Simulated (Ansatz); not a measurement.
`CC(F)[SiH3]` + H₂ → `CCF` + SiH₄ at 500 K and 1 bar (hydrogenolysis of a C–Si bond).

Computed with Ansatz on PBE0-D4/def2-TZVP structures; ΔE is electronic, products minus reactants. CCSD(T)/CBS adds triple-zeta CCSD(T) − MP2 to the extrapolated MP2 energy (def2 sets, frozen cores). This one scheme is used for every species.

```json
{"species": "`CC(F)[SiH3]`", "CCSD(T)/CBS energy (Eh)": "-469.17172", "H − E (kJ/mol)": "258.2", "S (J/(mol·K))": "377.8"}
{"species": "H₂", "CCSD(T)/CBS energy (Eh)": "-1.17544", "H − E (kJ/mol)": "41.0", "S (J/(mol·K))": "145.5"}
{"species": "`CCF`", "CCSD(T)/CBS energy (Eh)": "-178.90141", "H − E (kJ/mol)": "205.5", "S (J/(mol·K))": "299.6"}
{"species": "SiH₄", "CCSD(T)/CBS energy (Eh)": "-291.46306", "H − E (kJ/mol)": "102.4", "S (J/(mol·K))": "230.9"}
```

H − E and S are ideal-gas, rigid-rotor, harmonic terms from PBE0-D4/def2-TZVP, for one conformer and one mirror image of each species. For small species the MP2-based limit differs from directly extrapolated CCSD(T) by up to some mEh (0.8 for H₂); such offsets cancel only in part. 1 Eh = 2625.50 kJ/mol, R = 8.31446 J/(mol·K).

By hand: ΔE, ΔH, ΔS and ΔG.

ΔE = (-178.90141) + (-291.46306) − (-469.17172) − (-1.17544) = -0.01731 Eh = -45.4 kJ/mol. Δ(H − E) = 205.5 + 102.4 − 258.2 − 41.0 = 8.7, so ΔH = -36.7 kJ/mol. ΔS = 299.6 + 230.9 − 377.8 − 145.5 = 7.2 J/(mol·K). ΔG = -36.7 − 500 × (7.2)/1000 = -40.3 kJ/mol.

By hand: the equilibrium constant, and the temperature at which ΔG would vanish if ΔH and ΔS stayed fixed.

log₁₀ K = −ΔG/(RT ln 10) = 4.2. ΔH and −TΔS have one sign here, so there is no such temperature.

The number of gas molecules stays the same, so ΔS is small and ΔH decides. A doubt of 5 kJ/mol in ΔE shifts log₁₀ K by 0.5 here. Other conformers and mirror images would add mixing entropy, several J/(mol·K) or more a flexible species. These are equilibria of isolated gas molecules and say nothing of rates. Largest T1 diagnostic: 0.011 (customary marks: 0.02 for closed shells, 0.045 for open ones).

ΔS is within the doubt of such terms, so its sign, and with it that verdict, could turn.
